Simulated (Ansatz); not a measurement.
`[CH3][SnH]([NH2])[F]`. Total charge 0; spin multiplicity 1. Sn takes the def2 core potential. All single points use the PBE0-D4/def2-TZVP geometry. It is one conformer, not always the lowest.

```xyz
10

C    -0.599   -0.772    1.274
Sn   -0.052    0.751   -0.096
N     0.949    0.021   -1.666
F    -1.745    1.343   -0.814
H    -1.022   -1.610    0.720
H     0.270   -1.112    1.838
H    -1.350   -0.386    1.963
H     0.660    2.196    0.462
H     1.142   -0.968   -1.682
H     1.748    0.537   -1.999
```

**Question.** What is the dipole moment at r2SCAN/def2-TZVPP? (Estimate.)

**Answer.** Computed: 3.89 D, with components (2.96, -1.73, 1.84) D in this frame, pointing from negative to positive charge.

**Question.** And with PBE, B3LYP, ωB97M-V? (Estimate.)

**Answer.** Ansatz gave: PBE 3.79 D, B3LYP 3.95 D, ωB97M-V 3.97 D.

**Question.** Give the Mulliken charges with r2SCAN, ωB97M-V, PBE in def2-TZVPP. (An estimate is asked.)

**Answer.** The calculation gave: 
| atom | r2SCAN | ωB97M-V | PBE |
| --- | --- | --- | --- |
| C1 | -0.49 | -0.62 | -0.58 |
| Sn2 | 1.11 | 1.07 | 1.04 |
| N3 | -0.60 | -0.52 | -0.55 |
| F4 | -0.51 | -0.51 | -0.47 |
| H5 | 0.11 | 0.15 | 0.13 |
| H6 | 0.10 | 0.14 | 0.13 |
| H7 | 0.11 | 0.15 | 0.14 |
| H8 | -0.13 | -0.10 | -0.13 |
| H9 | 0.15 | 0.11 | 0.14 |
| H10 | 0.16 | 0.12 | 0.15 |

B3LYP here is the variant with VWN-RPA as its local correlation; programs differ in this.
